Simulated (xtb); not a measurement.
xtb input (GFN2-xTB):

```bash
xtb mol.xyz --gfn 2 --ohess tight --chrg 1 --uhf 0
```
mol.xyz:
```
12

C      2.03882913    -0.47251984     0.38329374
Si     0.32027568     0.16048271     0.16224525
S      0.19118667     1.39747584    -1.56248729
S     -0.61148873     0.69969961     1.93384512
S     -0.70842864    -1.87482497    -0.70875295
H      2.67449257     0.29231609     0.77046269
H      2.08028434    -1.26297685     1.14895312
H      2.51161591    -0.89505309    -0.47877207
H     -0.93368827     1.99305403    -1.15760892
H     -1.69758797     1.34968853     1.34484439
H     -1.96743722    -1.36551084    -0.77737443
H     -0.95914343    -2.50320169     0.50788849
```

Output:

```
           -------------------------------------------------
          |                Calculation Setup                |
           -------------------------------------------------

           -------------------------------------------------
          |                 G F N 2 - x T B                 |
           -------------------------------------------------

        Reference                      10.1021/acs.jctc.8b01176
      * Hamiltonian:
        H0-scaling (s, p, d)           1.850000    2.230000    2.230000
        zeta-weighting                 0.500000
      * Dispersion:
        s8                             2.700000
        a1                             0.520000
        a2                             5.000000
        s9                             5.000000
      * Repulsion:
        kExp                           1.500000    1.000000
        rExp                           1.000000
      * Coulomb:
        alpha                          2.000000
        third order                    shell-resolved
        anisotropic                    true
        a3                             3.000000
        a5                             4.000000
        cn-shift                       1.200000
        cn-exp                         4.000000
        max-rad                        5.000000

          ...................................................
          :                      SETUP                      :
          :.................................................:
          :  # basis functions                  51          :
          :  # atomic orbitals                  47          :
          :  # shells                           21          :
          :  # electrons                        32          :
          :  max. iterations                   250          :
          :  Hamiltonian                  GFN2-xTB          :
          :  restarted?                      false          :
          :  GBSA solvation                  false          :
          :  PC potential                    false          :
          :  electronic temp.          300.0000000     K    :
          :  accuracy                    1.0000000          :
          :  -> integral cutoff          0.2500000E+02      :
          :  -> integral neglect         0.1000000E-07      :
          :  -> SCF convergence          0.1000000E-05 Eh   :
          :  -> wf. convergence          0.1000000E-03 e    :
          :  Broyden damping             0.4000000          :
          :  net charge                          1          :
          :  unpaired electrons                  0          :
          ...................................................

 iter      E             dE          RMSdq      gap      omega  full diag
   1    -16.7358237 -0.167358E+02  0.507E+00    4.95       0.0  T
   2    -16.7912718 -0.554481E-01  0.371E+00    3.53       1.0  T
   3    -16.8706791 -0.794073E-01  0.240E+00    4.12       1.0  T
   4    -16.8625378  0.814125E-02  0.197E+00    3.27       1.0  T
   5    -16.8871227 -0.245849E-01  0.105E+00    3.91       1.0  T
   6    -16.8897795 -0.265681E-02  0.499E-01    3.82       1.0  T
[...]
   6 C   14 Si          1     1.8815330     1.8815330     1.8815330
   1 H   16 S           4     1.3314123     1.3348286     1.3249667
  14 Si  16 S           2     2.1399911     2.1435193     2.1364630

           -------------------------------------------------
          |               Frequency Printout                |
           -------------------------------------------------
 projected vibrational frequencies (cm⁻¹)
eigval :       -0.00    -0.00     0.00     0.00     0.00     0.00
eigval :       33.91    83.22   100.98   106.81   124.77   138.91
eigval :      142.08   154.03   185.94   210.02   415.36   471.13
eigval :      500.68   567.46   701.38   710.07   792.49   817.96
eigval :      830.21  1109.56  1353.88  1400.80  1410.44  2403.02
eigval :     2409.78  2416.76  2458.96  3008.33  3015.54  3022.75
 reduced masses (amu)
   1: 23.62   2: 26.18   3: 26.08   4: 28.76   5: 29.55   6: 29.31   7:  2.03   8: 20.73
   9:  6.75  10: 18.24  11: 13.58  12: 17.32  13: 23.94  14: 19.98  15:  5.41  16: 25.06
  17: 26.76  18:  3.50  19:  4.80  20: 25.15  21:  3.63  22:  3.14  23: 16.64  24:  4.35
  25:  4.46  26:  1.99  27:  2.97  28:  1.58  29:  1.56  30:  1.94  31:  1.86  32:  2.00
  33:  1.95  34:  1.73  35:  1.91  36:  1.60
 IR intensities (km·mol⁻¹)
   1:  3.55   2:  3.51   3:  2.91   4:  1.07   5:  6.27   6:  3.24   7: 31.26   8: 16.02
   9:  1.27  10:  3.68  11: 38.73  12: 11.46  13: 17.83  14: 15.30  15:  2.35  16:111.32
  17: 13.95  18:  5.53  19: 88.54  20: 55.64  21: 26.48  22: 13.37  23: 58.52  24: 90.58
  25:135.24  26:  0.24  27: 65.56  28:  9.91  29:  8.21  30: 29.96  31: 38.46  32: 49.43
  33: 39.48  34: 15.93  35:  4.46  36: 23.92
 Raman intensities (Ä⁴*amu⁻¹)
   1:  0.00   2:  0.00   3:  0.00   4:  0.00   5:  0.00   6:  0.00   7:  0.00   8:  0.00
   9:  0.00  10:  0.00  11:  0.00  12:  0.00  13:  0.00  14:  0.00  15:  0.00  16:  0.00
  17:  0.00  18:  0.00  19:  0.00  20:  0.00  21:  0.00  22:  0.00  23:  0.00  24:  0.00
  25:  0.00  26:  0.00  27:  0.00  28:  0.00  29:  0.00  30:  0.00  31:  0.00  32:  0.00
Molecule has no symmetry elements
It seems to be the C1 point group
  33:  0.00  34:  0.00  35:  0.00  36:  0.00
 output can be read by thermo (or use thermo option).
 writing <g98.out> molden fake output.
 recommended (thermochemical) frequency scaling factor: 1.0
           -------------------------------------------------
          |             Thermodynamic Functions             |
           -------------------------------------------------

c1  symmetry found (for desy threshold:  0.10E+00) used in thermo

          ...................................................
          :                      SETUP                      :
          :.................................................:
          :  # frequencies                          30      :
          :  # imaginary freq.                       0      :
          :  linear?                             false      :
          :  only rotor calc.                    false      :
          :  symmetry                               c1      :
          :  rotational number                       1      :
          :  scaling factor                  1.0000000      :
          :  rotor cutoff                   50.0000000 cm⁻¹ :
          :  imag. cutoff                  -20.0000000 cm⁻¹ :
          :.................................................:

    mode    ω/cm⁻¹     T·S(HO)/kcal·mol⁻¹    T·S(FR)/kcal·mol⁻¹   T·S(vib)
   ------------------------------------------------------------------------
       1     33.91    -1.66564 ( 17.46%)    -1.17120 ( 82.54%)    -1.25752
       2     83.22    -1.13701 ( 88.47%)    -0.90548 ( 11.53%)    -1.11031
       3    100.98    -1.02422 ( 94.33%)    -0.84818 (  5.67%)    -1.01424
       4    106.81    -0.99169 ( 95.42%)    -0.83158 (  4.58%)    -0.98436
       5    124.77    -0.90193 ( 97.49%)    -0.78554 (  2.51%)    -0.89900
       6    138.91    -0.84042 ( 98.35%)    -0.75374 (  1.65%)    -0.83899
       7    142.08    -0.82758 ( 98.49%)    -0.74708 (  1.51%)    -0.82636
       8    154.03    -0.78169 ( 98.90%)    -0.72315 (  1.10%)    -0.78105
       9    185.94    -0.67618 ( 99.48%)    -0.66739 (  0.52%)    -0.67614
      10    210.02    -0.60928 ( 99.68%)    -0.63133 (  0.32%)    -0.60935
   ------------------------------------------------------------------------

   temp. (K)  partition function   enthalpy   heat capacity  entropy
                                   cal/mol     cal/K/mol   cal/K/mol   J/K/mol
 298.15  VIB  0.103E+05             5208.421     27.315     34.294
         ROT  0.529E+06              888.752      2.981     29.171
         INT  0.545E+10             6097.173     30.296     63.465
         TR   0.166E+28             1481.254      4.968     40.773
         TOT                        7578.4271    35.2643   104.2374   436.1291

       T/K    H(0)-H(T)+PV         H(T)/Eh          T*S/Eh         G(T)/Eh
   ------------------------------------------------------------------------
    298.15    0.120770E-01    0.829216E-01    0.495265E-01    0.333951E-01
   ------------------------------------------------------------------------

         :::::::::::::::::::::::::::::::::::::::::::::::::::::
         ::                  THERMODYNAMIC                  ::
         :::::::::::::::::::::::::::::::::::::::::::::::::::::
         :: total free energy         -16.743449793480 Eh   ::
         ::.................................................::
         :: total energy              -16.776844889145 Eh   ::
         :: zero point energy           0.070844637094 Eh   ::
         :: G(RRHO) w/o ZPVE           -0.037449541430 Eh   ::
         :: G(RRHO) contrib.            0.033395095665 Eh   ::
         :::::::::::::::::::::::::::::::::::::::::::::::::::::

optimized geometry written to: xtbopt.xyz

           -------------------------------------------------
          | TOTAL ENERGY              -16.776844889145 Eh   |
          | TOTAL ENTHALPY            -16.693923259755 Eh   |
          | TOTAL FREE ENERGY         -16.743449793480 Eh   |
          | GRADIENT NORM               0.000282067088 Eh/α |
          | HOMO-LUMO GAP               3.713691967513 eV   |
Note: The following floating-point exceptions are signalling: IEEE_UNDERFLOW_FLAG IEEE_DENORMAL
normal termination of xtb
           -------------------------------------------------

------------------------------------------------------------------------
------------------------------------------------------------------------
 total:
 SCF:
 ANC optimizer:
 analytical hessian:
```

It need not be the lowest isomer of its formula.
